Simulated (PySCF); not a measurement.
UHF on Zr⁺ (zirconium, charge +1)

Configuration: [Kr] 4d2 5s1, high-spin 4F determinant. All numbers are calculated (PySCF 2.14, a scalar-relativistic core potential, in aug-cc-pVTZ-PP with one added diffuse shell each of s, p, d, f, g type with ECP28MDF (7s7p6d4f3g, 113 functions)).

```
Total energy             : -46.115132 hartree
One-electron energy      : -74.7619 hartree
Hartree (Coulomb) energy : 33.8863 hartree
Exchange energy          : -5.2396 hartree
⟨S²⟩                     : 3.7555
⟨L²⟩                     : 12.063
Sum of ⟨r⟩               : 18.57 bohr
Sum of ⟨r²⟩              : 40.93 bohr²
```

```json
{"shell": "4s α", "electrons": "1", "mean orbital energy (hartree)": "-2.78348", "rms radius, mean of both spins (bohr)": "1.31"}
{"shell": "4s β", "electrons": "1", "mean orbital energy (hartree)": "-2.69440", "rms radius, mean of both spins (bohr)": "1.31"}
{"shell": "4p α", "electrons": "3", "mean orbital energy (hartree)": "-1.79068", "rms radius, mean of both spins (bohr)": "1.48"}
{"shell": "4p β", "electrons": "3", "mean orbital energy (hartree)": "-1.67506", "rms radius, mean of both spins (bohr)": "1.48"}
{"shell": "4d α", "electrons": "2", "mean orbital energy (hartree)": "-0.56835", "rms radius, mean of both spins (bohr)": "2.28"}
{"shell": "5s α", "electrons": "1", "mean orbital energy (hartree)": "-0.45662", "rms radius, mean of both spins (bohr)": "3.74"}
```

Energies and moments cover only the electrons outside the core potential.
